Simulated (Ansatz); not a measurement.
Reaction (ligand exchange at a Mo–O bond): `[NH]=[Mo](=[NH])([OH])[Cl]` + H–F → `[NH]=[Mo](=[NH])([F])[Cl]` + H₂O

Isolated molecules relaxed with PBE0-D4/def2-TZVP in Ansatz; ΔE leaves out vibrations. CBS: MP2 limit from def2 TZ/QZ plus the TZ coupled-cluster correction, frozen cores. This one scheme is used for every species. Functionals use def2-TZVPP. B3LYP here is the variant with VWN-RPA as its local correlation; programs differ in this. HSE06 is defined as in plane-wave codes. Elements past krypton have def2 core potentials. For Mo outer-core shells are correlated without core-valence functions, which leaves a few kJ/mol of doubt a bond. One conformer a species, not always the lowest.

```csv
level,ΔE (kJ/mol),difference from CCSD(T)/CBS
B3LYP-D4,-29.3,-4.7
HSE06-D4,-27.4,-2.8
CAM-B3LYP-D4,-31.2,-6.6
B2PLYP,-29.1,-4.5
PBE-QIDH,-25.3,-0.7
PBE,-32.1,-7.5
BLYP,-35.6,-11.0
PBE0,-29.7,-5.1
BHLYP,-32.3,-7.7
CAM-B3LYP,-33.5,-8.9
HF/def2-TZVPP,-34.0,-9.4
CCSD/def2-TZVPP,-25.3,-0.7
CCSD(T)/def2-TZVPP,-23.3,1.3
HF/def2-QZVPP,-35.1,-10.5
HF/CBS(def2),-35.2,-10.6
CCSD/CBS(def2),-26.6,-2.0
CCSD(T)/CBS,-24.6,0
```

Largest T1 diagnostic among the species: 0.021, so the coupled-cluster value is less sure than usual.

In def2-TZVPP, CCSD(T) changes the Hartree–Fock value by +10.8 kJ/mol (the triples alone add +2.0 kJ/mol) and MP2 by +14.0 kJ/mol. The D4 term adds +4.0 kJ/mol with B3LYP and +2.2 kJ/mol with PBE0; it sums over pairs of atoms, weighted by their polarisabilities, and B3LYP, whose exchange is more repulsive, gets the larger term.
